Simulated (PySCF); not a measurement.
# [Er(H2O)]3+ at several levels of theory

Computed with PySCF 2.14.0 (density fitting, no spin-orbit coupling) at the geometry relaxed with BP86:

```xyz
4
[Er(H2O)]3+ (singlet in the valence; each metal's 4f electrons, 11 of them, lie in its core potential, out of spins and levels)
Er    0.0000    0.0000   -0.0656
O     0.0000    0.0000    2.0858
H     0.7917    0.0000    2.7263
H    -0.7917    0.0000    2.7263
```

```tsv
level	basis	state	HOMO (eV)	gap (eV)	charge on Er1 (e)	population of f-type functions on Er1 (polarisation alone where 4f lies in the core)	dipole about the centre of mass (D)	largest force component (eV/Å)
BP86	Er lcecp-1-SVP with ECP57, O def2-SVP, H def2-SVP	singlet	-26.81	5.06	2.48	0.02	3.79	0.00
PBE0	the same	singlet	-28.33	7.59	2.54	0.02	3.45	0.53
wB97X	the same	singlet	-30.75	12.73	2.56	0.02	3.19	0.76
HF	the same	singlet	-32.65	15.35	2.67	0.02	2.71	2.18
BP86	Er lcecp-1-TZVP with ECP57, O def2-TZVP, H def2-TZVP	singlet	-26.81	4.97	2.59	0.02	3.83	0.26
```

In the lcecp rows the 4f levels are missing from HOMO and gap, and the state counts the valence alone.

Charges are Mulliken's, which hang on the basis. The relaxation used the grid (50, 194), these runs (75, 302) or, all-electron (x2c bases, spin-free X2C Hamiltonian), (99, 590).

Q: What does TPSS with Er lcecp-1-SVP with ECP57, O def2-SVP, H def2-SVP give here?

A: state singlet, HOMO (eV) -26.73, gap (eV) 5.15, charge on Er1 (e) 2.50, population of f-type functions on Er1 (polarisation alone where 4f lies in the core) 0.02, dipole about the centre of mass (D) 3.69, largest force component (eV/Å) 0.20. Time: 2 s on 2 threads of Arm Neoverse V1 (shared host), from an already converged density.

In the first row's basis the gap widens with exact exchange: 5.1 to 5.2 eV for BP86, TPSS (none); 7.6 eV for PBE0 (a fixed share); 12.7 to 15.4 eV for wB97X, Hartree–Fock (rising or full at long range).

No frequency check is given that shows the relaxed geometry to be a minimum. An lcecp potential fixes the number of 4f electrons, so in runs with it no electron can move into or out of that shell.
